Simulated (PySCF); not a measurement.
Molfile (atoms numbered from 1):
```
C4H11NSi
     RDKit          3D

 17 17  0  0  0  0  0  0  0  0999 V2000
    2.8954   -0.4978    0.0509 C   0  0  0  0  0  0  0  0  0  0  0  0
    1.7009    0.1169   -0.4791 N   0  0  0  0  0  0  0  0  0  0  0  0
    0.3225    0.5736    0.4461 Si  0  0  2  0  0  4  0  0  0  0  0  0
   -0.7209   -0.7708    1.1819 C   0  0  0  0  0  0  0  0  0  0  0  0
   -1.3593   -0.0605   -0.0368 C   0  0  1  0  0  0  0  0  0  0  0  0
   -2.6371    0.7131    0.1811 C   0  0  0  0  0  0  0  0  0  0  0  0
    3.6830    0.2236    0.3431 H   0  0  0  0  0  0  0  0  0  0  0  0
    2.6436   -1.0864    0.9468 H   0  0  0  0  0  0  0  0  0  0  0  0
    3.3407   -1.1990   -0.6755 H   0  0  0  0  0  0  0  0  0  0  0  0
    1.8284    0.5535   -1.3852 H   0  0  0  0  0  0  0  0  0  0  0  0
    0.3621    1.8672    1.1861 H   0  0  0  0  0  0  0  0  0  0  0  0
   -1.2140   -0.5923    2.1455 H   0  0  0  0  0  0  0  0  0  0  0  0
   -0.4355   -1.8200    1.0460 H   0  0  0  0  0  0  0  0  0  0  0  0
   -1.3656   -0.6867   -0.9389 H   0  0  0  0  0  0  0  0  0  0  0  0
   -2.8974    1.3194   -0.7005 H   0  0  0  0  0  0  0  0  0  0  0  0
   -3.4860    0.0385    0.3898 H   0  0  0  0  0  0  0  0  0  0  0  0
   -2.5540    1.4020    1.0374 H   0  0  0  0  0  0  0  0  0  0  0  0
  1  2  1  0
  2  3  1  0
  3  4  1  0
  4  5  1  0
  5  6  1  0
  5  3  1  0
  1  7  1  0
  1  8  1  0
  1  9  1  0
  2 10  1  0
  3 11  1  1
  4 12  1  0
  4 13  1  0
  5 14  1  6
  6 15  1  0
  6 16  1  0
  6 17  1  0
M  END
```

Geometry: PBE0-D3(BJ)/def2-SVP; GIAO absolute shieldings from PySCF 2.14.0 with density-fitted response routines, gas phase, non-relativistic, averaged over equivalent atoms.

At PBE0/pcSseg-1 (164 basis functions, 26 s wall time on 1 thread of an x86-64 server CPU, shared host):
| atoms | σ (ppm) |
| --- | --- |
| C1 | 150.5 |
| C6 | 166.3 |
| C5 | 174.6 |
| C4 | 178.1 |
| N2 | 251.4 |
| Si3 | 434.5 |
| H11 | 27.37 |
| H7/H8/H9 | 28.59 |
| H15/H16/H17 | 30.21 |
| H14 | 30.29 |
| H13 | 30.31 |
| H10 | 31.27 |
| H12 | 31.33 |

Problem. What do these become at KT2/pcSseg-1?

Solution. 
```json
{"atoms": "C1", "σ at KT2/pcSseg-1": "147.2", "change": "-3.3"}
{"atoms": "C6", "σ at KT2/pcSseg-1": "164.2", "change": "-2.1"}
{"atoms": "C5", "σ at KT2/pcSseg-1": "169.8", "change": "-4.8"}
{"atoms": "C4", "σ at KT2/pcSseg-1": "174.8", "change": "-3.3"}
{"atoms": "N2", "σ at KT2/pcSseg-1": "243.8", "change": "-7.6"}
{"atoms": "Si3", "σ at KT2/pcSseg-1": "441.8", "change": "+7.3"}
{"atoms": "H11", "σ at KT2/pcSseg-1": "27.04", "change": "-0.33"}
{"atoms": "H7/H8/H9", "σ at KT2/pcSseg-1": "28.40", "change": "-0.19"}
{"atoms": "H15/H16/H17", "σ at KT2/pcSseg-1": "30.07", "change": "-0.14"}
{"atoms": "H14", "σ at KT2/pcSseg-1": "30.03", "change": "-0.26"}
{"atoms": "H13", "σ at KT2/pcSseg-1": "30.07", "change": "-0.24"}
{"atoms": "H10", "σ at KT2/pcSseg-1": "31.06", "change": "-0.21"}
{"atoms": "H12", "σ at KT2/pcSseg-1": "31.19", "change": "-0.14"}
```

The largest change is at N2 (nitrogen bonded to C, Si, H). Cost: 164 basis functions, 32 s wall time on 1 thread of an x86-64 server CPU, shared host. The order of the carbon signals is the same at both levels.
